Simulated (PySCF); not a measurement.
How well do the runs reproduce experiment for pentachloroethane?

**Measured values to compare with.**

From NIST CCCBDB Release 22 (SRD 101), experimental dipoles, for the gas: dipole moment (dielectric constant against temperature) 0.92 D.

The results are set against them at the end.

Species: pentachloroethane, C2HCl5.
Numbering: `[Cl:1][CH:2]([Cl:3])[C:4]([Cl:5])([Cl:6])[Cl:7]` (hydrogens: H8 on C2)

Structure used (PBE0-D3(BJ)/def2-SVP), in Å, numbered top down from 1:
```
atom  x, y, z in Å
Cl1    1.050   -1.779    0.744
C2     0.800   -0.226   -0.055
Cl3    1.891    1.000    0.595
C4    -0.676    0.226    0.051
Cl5   -1.148    0.458    1.732
Cl6   -0.861    1.742   -0.854
Cl7   -1.694   -1.015   -0.708
H8     1.028   -0.352   -1.122
```

Runs made with PySCF (gas phase, on this PBE0-D3(BJ)/def2-SVP geometry; no spin–orbit coupling):

| level | job | basis functions | wall time |
| --- | --- | --- | --- |
| PBE0-D3(BJ)/def2-SVP, grid level 2 | geometry optimisation from a GFN2-xTB start | 123 | 33 s |

Hardware: Intel Xeon Platinum 8488C, one thread, on a shared host.

## Comparison

**Dipole moment.** Measured: 0.92 D (NIST CCCBDB Release 22 (SRD 101), experimental dipoles).

```json
{"level": "PBE0-D3(BJ)/def2-SVP", "computed (D)": "0.98", "computed − measured (D)": "+0.06", "% (from the printed values)": "+7"}
```

The computed dipoles belong to one fixed geometry; measured ones are averaged over vibrations unless marked μe. Magnitudes are compared, not signs.

No measured geometry was used, and the causes of the misses weren't examined.
